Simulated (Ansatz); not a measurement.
Consider the ligand exchange at a Zr–O bond: `C[O][Zr]([NH2])([OH])[F]` + H–F → `[NH2][Zr]([OH])([F])[F]` + CH₃OH.

Program: Ansatz. Geometries: PBE0-D4/def2-TZVP. ΔE: electronic, gas phase. CBS: MP2 limit from def2 TZ/QZ plus the TZ coupled-cluster correction, frozen cores. This one scheme is used for every species. DFT in def2-TZVPP. Elements past krypton have def2 core potentials. For Zr outer-core shells are correlated without core-valence functions, which leaves a few kJ/mol of doubt a bond. Each species was taken in one conformer, which may not be the lowest.

`C[O][Zr]([NH2])([OH])[F]`:

```xyz
12

C     1.938   -1.192   -0.625
O     0.882   -0.336   -0.340
Zr   -0.517    0.886    0.113
N    -2.297   -0.063   -0.174
O    -0.500    1.514    1.933
F    -0.365    2.381   -1.098
H     1.566   -2.200   -0.839
H     2.627   -1.254    0.224
H     2.496   -0.837   -1.498
H    -2.514   -0.722   -0.909
H    -3.110    0.042    0.417
H    -0.205    1.782    2.798
```

H–F:

Z-matrix (Å, degrees):
```
F
H 1 0.920
```

`[NH2][Zr]([OH])([F])[F]`:

```xyz
8

N     0.679    0.128   -1.342
Zr   -0.547    0.178    0.268
O     0.359   -0.759    1.667
F    -0.928    2.001    0.720
F    -2.230   -0.613   -0.191
H     1.589   -0.310   -1.374
H     0.483    0.538   -2.245
H     0.594   -1.164    2.497
```

CH₃OH:

```xyz
6

C    -0.009    0.164   -0.316
O     0.372   -0.809    0.629
H     0.500   -0.079   -1.249
H     0.291    1.177   -0.019
H    -1.090    0.160   -0.507
H    -0.063   -0.613    1.461
```

```tsv
level	ΔE (kJ/mol)	difference from CCSD(T)/CBS
PBE-D4	-45.8	-9.7
r2SCAN-D4	-48.4	-12.3
PBE0-D4	-43.6	-7.5
ωB97M-V	-46.7	-10.6
PBE0	-47.5	-11.4
CCSD/def2-TZVPP	-37.6	-1.5
HF/def2-QZVPP	-50.6	-14.5
HF/CBS(def2)	-50.7	-14.6
MP2/CBS(def2)	-31.7	4.4
CCSD/CBS(def2)	-38.1	-2.0
CCSD(T)/CBS	-36.1	0
```

Largest T1 diagnostic among the species: 0.017.

In def2-TZVPP, CCSD(T) changes the Hartree–Fock value by +14.3 kJ/mol (the triples alone add +2.1 kJ/mol) and MP2 by +18.7 kJ/mol. The D4 term adds +6.5 kJ/mol with B3LYP and +3.9 kJ/mol with PBE0; it sums over pairs of atoms, weighted by their polarisabilities, and B3LYP, whose exchange is more repulsive, gets the larger term.

B3LYP here is the variant with VWN-RPA as its local correlation; programs differ in this.
